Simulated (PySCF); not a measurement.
Delta-SCF ions had no search for a lower state. 

# H₂Cl, SMILES `[ClH2+]` (charge 1, multiplicity 1)

These are PySCF 2.14.0 with PBE-D3(BJ)/def2-TZVP // PBE0-D3(BJ)/def2-TZVP values and carry that method's errors.

```yaml
HOMO: -17.32 eV
HOMO–LUMO gap: 7.98 eV
LUMO: -9.34 eV
vertical ionisation energy (Delta-SCF): 22.34 eV
adiabatic ionisation energy (no zero-point term): 22.09 eV
hole reorganisation energy (four-point): 0.434 eV
total_energy: -460.8498 Ha
cost: around 6 core-seconds (rough)
```

Bonded distances (Å): Cl1–H2 1.310, Cl1–H3 1.310. Angles (°): H2–Cl1–H3 94.5.
Charge +1, spin multiplicity 1.
